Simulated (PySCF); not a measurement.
# Input and output

CeCl4 (singlet). PySCF 2.14.0, RKS PBE0, Ce lcecp-2-SVP with ECP46, Cl def2-SVP; non-relativistic Hamiltonian with scalar-relativistic core potentials where named; density fitting; no spin-orbit coupling. The geometry is an unrelaxed template.

```python
mol = gto.M(atom='''
Ce     0.00000     0.00000     0.00000
Cl     1.48600     1.48600     1.48600
Cl    -1.48600    -1.48600     1.48600
Cl     1.48600    -1.48600    -1.48600
Cl    -1.48600     1.48600    -1.48600''',
    basis={'Ce': 'lcecp-2-SVP', 'Cl': 'def2-SVP'},
    ecp={'Ce': 'lcecp-2-SVP'},
    charge=0, spin=0)
mf = dft.RKS(mol, xc='PBE0')
mf.grids.atom_grid = (50, 194)  # f atoms: unpruned, at least (60, 302)
mf = mf.density_fit()  # fitting sets: Ce AutoAux, Cl def2-universal-JKFIT
mf.conv_tol = 1e-08; mf.max_cycle = 55
mf.kernel(dm0)  # dm0: free metal ions and neutral atoms
```

Run from Python with OMP_NUM_THREADS=2; the lines above give its settings. Where DIIS fails, smearing, a level shift and second-order steps follow.
It took 2.9 s on 2 threads of Arm Neoverse V2, on a shared host, peak memory 0.47 GiB.

The large-core potential holds the 4f shell empty.

(1) What are the Mulliken charges and spins?

Results:

(1) 
| atom | charge (e) | spin (e) |
| --- | --- | --- |
| Ce1 | 1.278 | 0.000 |
| Cl2 | -0.320 | 0.000 |
| Cl3 | -0.320 | 0.000 |
| Cl4 | -0.320 | 0.000 |
| Cl5 | -0.320 | 0.000 |
